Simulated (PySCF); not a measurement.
C4H8Si.
Cartesian coordinates in Å at the PBE0-D3(BJ)/def2-SVP level; atoms count from 1:
```
atom  x, y, z in Å
Si1    1.9807   -0.7317   -0.3128
C2     0.2390   -0.5315    0.2753
C3    -0.9506   -1.4516    0.1888
C4    -0.9950   -0.1092   -0.4445
C5    -0.5270    0.6885    0.7172
H6     2.4823    0.5779   -0.8346
H7     2.0194   -1.7482   -1.4104
H8     2.8972   -1.1856    0.7778
H9    -0.8606   -2.3211   -0.4719
H10   -1.5440   -1.6316    1.0979
H11   -1.1370    0.1774   -1.4862
H12   -0.0697    1.6631    0.5118
H13   -1.0940    0.6418    1.6591
```

Computed, not measured: PySCF, PBE0-D3(BJ)/def2-SVP geometry optimisation, gas phase.

Take the most abundant isotopes and a rigid rotor. 

(1) Give the principal moments of inertia and the rotational constants in MHz.

(2) What kind of rotor is it?

(3) Is it planar, by Δ = Ic − Ia − Ib?

(4) Which lines would a microwave search look for?

(5) Estimate the classical rotational partition function at 25 K, 200 K and 298.15 K.

## Answers

(1) Ia = 61.86, Ib = 172.50, Ic = 200.44 u·Å²; 505379 MHz·u·Å²/I gives A = 8170, B = 2930, C = 2521 MHz.

(2) An asymmetric top; Ray's κ = -0.855.

(3) Not planar: Δ = Ic − Ia − Ib = -33.92 u·Å². For a rigid frame Δ = −2 Σ m c², so Σ m c² = 16.96 u·Å² lies off the ab plane: 8.60 from hydrogen and 8.36 from heavier atoms. The atom farthest from that plane is 1.79 Å away.

(4) The dipole components are |μa| = 0.45 D, |μb| = 0.00 D, |μc| = 0.44 D; the mirror of this Cs structure is the ac plane, so μb vanishes by symmetry and there are no b-type lines. The squared components, which scale the intensities, stand as 1.00 : 0.94 (a : c). Some of the stronger lines:

| type | branch | J(Ka,Kc) | MHz | lower level (cm⁻¹) |
| --- | --- | --- | --- | --- |
| a | Q | 1(1,0) ← 1(1,1) | 408 | 0.357 |
| a | Q | 2(1,1) ← 2(1,2) | 1225 | 0.707 |
| a | Q | 3(1,2) ← 3(1,3) | 2450 | 1.231 |
| c | Q | 3(1,3) ← 3(0,3) | 4319 | 1.087 |
| c | Q | 2(1,2) ← 2(0,2) | 4854 | 0.545 |
| c | Q | 1(1,1) ← 1(0,1) | 5240 | 0.182 |
| a | R | 2(1,2) ← 1(1,1) | 10494 | 0.357 |
| a | R | 2(0,2) ← 1(0,1) | 10879 | 0.182 |
| c | R | 1(1,0) ← 0(0,0) | 11100 | 0.000 |
| c | Q | 3(2,2) ← 3(1,2) | 15122 | 1.313 |
| c | Q | 2(2,1) ← 2(1,1) | 15720 | 0.748 |
| a | R | 3(1,3) ← 2(1,2) | 15727 | 0.707 |
| a | R | 3(0,3) ← 2(0,2) | 16262 | 0.545 |
| a | R | 3(2,1) ← 2(2,0) | 16445 | 1.273 |
| a | R | 3(1,2) ← 2(1,1) | 16951 | 0.748 |
| c | R | 2(1,1) ← 1(0,1) | 16959 | 0.182 |
| c | R | 3(1,2) ← 2(0,2) | 23031 | 0.545 |
| c | R | 2(2,0) ← 1(1,0) | 27054 | 0.370 |
| c | R | 2(2,1) ← 1(1,1) | 27439 | 0.357 |
| c | R | 3(2,2) ← 2(1,2) | 33299 | 0.707 |
| c | R | 3(3,0) ← 2(2,0) | 43566 | 1.273 |
| c | R | 3(3,1) ← 2(2,1) | 43588 | 1.272 |

(5) Point group Cs, symmetry number σ = 1; q = (√π/σ)·√((kT/h)³/(ABC)), k/h = 20836.6 MHz/K: 2710 at 25 K, 61400 at 200 K, 112000 at 298.15 K.

No PBE0-D3(BJ)/def2-SVP frequencies stand behind this structure, so it isn't proved a minimum. No vibrational averaging or centrifugal distortion is included, and the geometry carries the error of its method. A rigid rotor knows nothing of internal rotation, which can split or shift real lines.
